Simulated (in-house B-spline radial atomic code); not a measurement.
# RPA and G0W0 on LDA exchange-only: O⁷⁺

Configuration 1s1, highest spin, mean-field start LDA exchange-only. Computed with a B-spline radial code for spherical atoms: all electrons, scalar-relativistic (spin-free one-electron X2C), finite nucleus, each spin shell either full or empty, empty states to l = 9 with an (l + 1/2)⁻⁴ tail; G0W0 by contour deformation at full frequency.

With one electron the exact correlation energy is zero, so what RPA and GW give is self-correlation.

Command:
```bash
python run_gw.py task.json out
```
Settings (radii: box in bohr, nucleus in fm):
```
Z                        8
electrons                1
configuration            1s1
hamiltonian              x2c
method                   lda,
lmax                     9
rms_radius               2.6991
spin_polarised           True
box_radius               8.41
intervals                68
ion_configuration        bare nucleus
```

Time taken, with all properties: 0.6 s on 1 thread of Arm Neoverse V1 (shared host).

Energies (hartree):

```csv
term,value
mean-field total,-31.67269
Hartree-Fock functional on these orbitals,-32.02579
direct second order,-0.023511
second-order exchange,0.023511
SOSEX correction,0.02314
```

(1) What is the RPA correlation energy, and what remains with SOSEX?

Quasi-particle levels (eV):

```tsv
level	occupied	mean field	Σx - vxc	Σc	QP weight	G0W0
1s up	yes	-813.53	-57.93	?	?	?
1s down	no	-737.25	0.00	-2.60	0.998	-739.85
```

G0W0 = mean field + (Σx - vxc) + Σc, with Σc (partial-wave tail included) taken at the quasi-particle energy.

(2) Where does G0W0 put 1s up?

(3) What does it cost to remove one electron (to the bare nucleus) by differences of total energies, each species on its own start (correlation terms add to the Hartree-Fock functional)?

## Answers

(1) RPA gives -0.02314 hartree (-0.63 eV per electron); RPA + SOSEX gives 0, and the second-order doubles 0 hartree (no singles). SOSEX takes back 100 % of the RPA value.

(2) At -871.13 eV, with Σc = 0.34 eV and a quasi-particle weight of 0.998. The tabulated removal energy is 871.410 eV (NIST, tabulated theory).

(3) LDA exchange-only 861.86 eV, Hartree-Fock functional 871.47 eV, + RPA 872.10 eV, + RPA + SOSEX 871.47 eV, + second order 871.47 eV. Tabulated: 871.410 eV (NIST, tabulated theory).
